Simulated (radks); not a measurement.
All-electron atom: Sc16+ in [He] 2s2 2p1. Method: scalar-relativistic Kohn-Sham, RPBE, spin-polarised, spherical densities, finite nucleus; open shells are filled with parallel spins first; Fermi nuclear charge, rms radius 3.5459 fm; computed with a radial shooting solver on a logarithmic mesh with Libxc functionals.

Local quantities along the radius. ELF = 1/(1 + alpha^2) is the electron localisation function; alpha = (tau - tau_W)/tau_unif compares the Pauli kinetic energy density with that of the uniform gas (summed over spins); r v_xc is r times the local exchange-correlation potential of spin up (hartree bohr). tau is taken from the large components.

r (bohr)    ELF     alpha    r v_xc
0.003701  1.000  0.002869   -0.1029
0.004593  1.000  0.002987   -0.1173
0.005701  1.000  0.003161   -0.1349
0.007132  1.000  0.003419   -0.1569
0.008852  1.000  0.003776   -0.1822
0.01099   1.000  0.004288   -0.2119
0.01374   1.000  0.005076   -0.2475
0.01706   1.000  0.006245   -0.2864
0.02117   1.000  0.008117   -0.3291
0.02649   1.000   0.01146   -0.3760
0.03287   1.000   0.01745   -0.4213
0.0408    0.999   0.02959   -0.4627
0.05104   0.997   0.05872   -0.4961
0.06335   0.983    0.1328   -0.5124
0.07862   0.890    0.3511   -0.5086
0.09836   0.471     1.059   -0.4884
0.1221    0.135     2.526   -0.4551
0.1515    0.108     2.868   -0.4618
0.1895    0.366     1.317   -0.6023
0.2352    0.785    0.5228   -0.7059
0.292     0.917    0.3002   -0.7314
0.3653    0.934    0.2649   -0.6545
0.4533    0.900    0.3334   -0.4817
0.5626    0.750    0.5777   -0.4880
0.7039    0.309     1.494   -0.4389
0.8736    0.029     5.803   -0.2251
1.084     0.001     38.01  -0.09013

On this mesh the ELF has minima near r = 0.14 bohr, which separate the shells, and maxima near 0.37 (0.93).
